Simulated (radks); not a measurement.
Values are calculated unless marked as measured or tabulated.
The fluorine ion F+, configuration 1s1 2s2 2p5 (not the ground configuration). Level of theory: scalar-relativistic Kohn-Sham, LDA (Slater exchange, VWN5 correlation), spin-polarised, spherical densities, finite nucleus; open shells are filled with parallel spins first; Fermi nuclear charge, rms radius 2.8976 fm (a radial shooting solver on a logarithmic mesh with Libxc functionals). Some entries of the table are withheld. Estimate them.

| orbital | occ. | eigenvalue (eV) | <1/r> (bohr^-1) | <r> (bohr) |
|---|---|---|---|---|
| 1s up | 1 | -763.7878 | 8.875 | 0.1703 |
| 1s down | 0 | -717.7281 | 8.691 | 0.1745 |
| 2s up | 1 | (1) | (2) | 0.9012 |
| 2s down | 1 | (3) | (4) | 0.9343 |
| 2p up | 3 | -34.6799 | 1.565 | 0.8631 |
| 2p down | 2 | -31.0178 | 1.487 | 0.9119 |
| 3s up | 0 | -6.4879 | 0.3792 | (5) |
| 3s down | 0 | -6.2350 | 0.3686 | (6) |
| 3p up | 0 | -3.9383 | 0.2929 | 4.580 |
| 3p down | 0 | -3.7949 | 0.2834 | 4.751 |

Answer. 
(1) 2s up eigenvalue (eV): -52.7775
(2) 2s up <1/r> (bohr^-1): 1.628
(3) 2s down eigenvalue (eV): -48.7763
(4) 2s down <1/r> (bohr^-1): 1.574
(5) 3s up <r> (bohr): 3.569
(6) 3s down <r> (bohr): 3.682
